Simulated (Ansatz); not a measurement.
```yaml
crystal:
  periodic: [false, false, false]
  atoms:
    - {symbol: Zn, position_ang: [3.225888, -0.379700, 1.076021]}
    - {symbol: Zn, position_ang: [-1.879456, 0.654226, 0.155690]}
    - {symbol: Zn, position_ang: [0.832555, 0.020335, 0.504763]}
    - {symbol: Se, position_ang: [0.305509, -1.027618, -1.702525]}
    - {symbol: Se, position_ang: [-1.924639, -0.484752, -1.963866]}
    - {symbol: Se, position_ang: [-0.559867, 1.217489, 1.929907]}
basis:
  gaussian: {orbitals: def2-TZVP, initial_orbitals: start.molden}
total_charge: 1
magnetization: {spin_polarized: true, initial_magnetization: 1}
hamiltonian: {xc: pbe0, dispersion: d4}
scf: {omitted_lower_state_checks: [starts]}
output: {orbitals: {seedname: orbitals}}
```

The file start.molden holds the orbitals of an earlier run on this structure, at another level or in another basis.

```sh
$ ansatz run in.yaml --threads 4 --pin off --events-out ev --progress --plain --max-ram 4787MiB
```

(1) Does this run fit into the memory that it is given?

Results:

(1) No. It has 288 basis functions, and Ansatz plans for 6 GiB where 5 GiB are given.
